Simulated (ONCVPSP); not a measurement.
**Which change was made? (Cu, ONCV)**

* Element: Cu
* Generator: ONCVPSP 4.0.1
* Type: optimised norm-conserving Vanderbilt (ONCV)
* Functional: PBEsol
* Relativity: scalar-relativistic
* Frozen core: [Ne]
* Valence charge: 19
* Reference configuration: 3s2 3p6 3d10 4s0.5 (charge +0.5)
* Partial waves: 3s+4s: rc 1.05 bohr, ncon 4, nbas 9, qcut 9.7 1/bohr, 2 projectors; 3p: rc 1.10 bohr, ncon 4, nbas 7, qcut 14.6 1/bohr, 2 projectors, debl 0.5 Ha; 3d: rc 0.75 bohr, ncon 4, nbas 8, qcut 13.9 1/bohr, 2 projectors, debl 0.5 Ha; f scattering state at 0.2 Ha: rc 0.85 bohr, ncon 4, nbas 9, qcut 15.1 1/bohr, 3 projectors, debl 0.7 Ha
* Local potential: polynomial inside 0.55 bohr (lpopt 5, dvloc0 0 Ha)
* Core correction: Teter function fitted to the true core (icmod 2), fcfact 0.65

In the p channel the program set the typed energies aside and used -2.796, 0.250 Ha.

Cutoffs, loose and tight: the cutoffs (Ha) at which the residual kinetic energy of the hardest occupied pseudo-wave falls to 1 and 0.1 mHa per electron. They do not see the model core or the augmentation charge, which bear on the density cutoff. Test errors are all-electron minus pseudo excitation energies from the reference, over the configurations 3s2 3p6 3d10 4s1; 3s2 3p6 3d10 4s0; 3s2 3p6 3d9 4s0; 3s1 3p6 3d10 4s1; variants that change the core or the reference have their own tests. The largest error is taken over the tests solved by every variant that gives reliable tests at all, those not shown here included: 3s1 3p6 3d10 4s1; 3s2 3p6 3d10 4s0; 3s2 3p6 3d9 4s0.

The base gives: outcome: generated, projector energies reset by the program; cutoff, loose: 356 Ha; cutoff, tight: 432 Ha; bound ghosts: f; GHOST(+) flags above zero: s, d, f; largest test error (meV): -57.

(1) After one change the result is: outcome: generated, projector energies reset by the program; cutoff, loose: 85 Ha; cutoff, tight: 96 Ha; bound ghosts: none; GHOST(+) flags above zero: none; largest test error (meV): -250. Which change was it?
A. all radii but the core radius scaled by about 0.84 (s 0.88, p 0.92, d 0.64, f 0.72 bohr); local potential polynomial inside 0.46 bohr (lpopt 5, dvloc0 0 Ha)
B. all radii but the core radius scaled by about 1.13 (s 1.18, p 1.24, d 0.84, f 0.96 bohr); local potential polynomial inside 0.62 bohr (lpopt 5, dvloc0 0 Ha)
C. all radii but the core radius scaled by about 1.33 (s 1.40, p 1.46, d 1.00, f 1.12 bohr); local potential polynomial inside 0.72 bohr (lpopt 5, dvloc0 0 Ha)

## Answers

(1) C. The others give: all radii but the core radius scaled by about 1.13 (s 1.18, p 1.24, d 0.84, f 0.96 bohr); local potential polynomial inside 0.62 bohr (lpopt 5, dvloc0 0 Ha) → outcome: generated, projector energies reset by the program; cutoff, loose: 131 Ha; cutoff, tight: 323 Ha; bound ghosts: f; GHOST(+) flags above zero: none; largest test error (meV): -119 | all radii but the core radius scaled by about 0.84 (s 0.88, p 0.92, d 0.64, f 0.72 bohr); local potential polynomial inside 0.46 bohr (lpopt 5, dvloc0 0 Ha) → outcome: failed: optimize: ERROR ps0norm > uunorm, code will stop.
